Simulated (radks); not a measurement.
Removal energies from the ruthenium ion Ru13+, [Ar] 3d10 4s2 4p(1/2: 1, 3/2: 0), by Delta-SCF beside the eigenvalue of the level emptied. Method: Dirac Kohn-Sham, PBE, spin-unpolarised, spherical densities, finite nucleus; Fermi nuclear charge, rms radius of each element as measured or else 0.836 A^(1/3) + 0.57 fm; computed with a radial shooting solver on a logarithmic mesh with Libxc functionals. Sub-shells are occupied by j as written (lower j first in brackets).

removed from                             final configuration  Delta-SCF (eV)  -eigenvalue (eV)
4p1/2                                          [Ar] 3d10 4s2          296.44            284.54
4s1/2                       [Ar] 3d10 4s1 4p(1/2: 1, 3/2: 0)          328.65            316.34
3d5/2         [Ar] 3d(3/2: 4, 5/2: 5) 4s2 4p(1/2: 1, 3/2: 0)          573.49            546.61
3d3/2         [Ar] 3d(3/2: 3, 5/2: 6) 4s2 4p(1/2: 1, 3/2: 0)          578.14            551.09
